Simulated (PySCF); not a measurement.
Method: PBE-D3(BJ)/def2-TZVP // B3LYP-D3(BJ)/def2-TZVP (PySCF). All species are isolated molecules in the gas phase. 

Reference species (SMILES): `[Cl][Ga]([SiH3])[Cl]` (neutral, multiplicity 1).

The dipole moment is 2.72 D.

Changed species: `[Cl][Ga]([SiH3])[SiH3]` (whole molecule; the reference has whole molecule).

Q: What does the change do to the dipole moment?

A: the dipole moment falls by 0.64 D, to 2.08 D.
